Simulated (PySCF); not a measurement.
# Ionisation energy of In²⁺ by level of theory

In²⁺ [Kr] 4d10 5s1 (2S) → In³⁺ [Kr] 4d10 (1S), as a difference of total energies. Computed with PySCF 2.14 in def2-TZVPPD with the def2 core potential (28 electrons), with a scalar-relativistic core potential. Correlated levels: valence and next inner shell: nothing frozen outside the core potential. The calculations carry no spin-orbit coupling.

**Question.** Order these methods by the ionisation energy they give, lowest first.
A. M06-L
B. SCS-MP2 (valence and next inner shell)
C. r2SCAN
D. UHF

**Answer.** D (26.626 eV), A (27.572 eV), B (27.628 eV), C (28.378 eV).

Errors of the correlated levels include the incompleteness of this basis.

For comparison: 28.044 eV (measured; NIST Atomic Spectra Database, ionization energies).
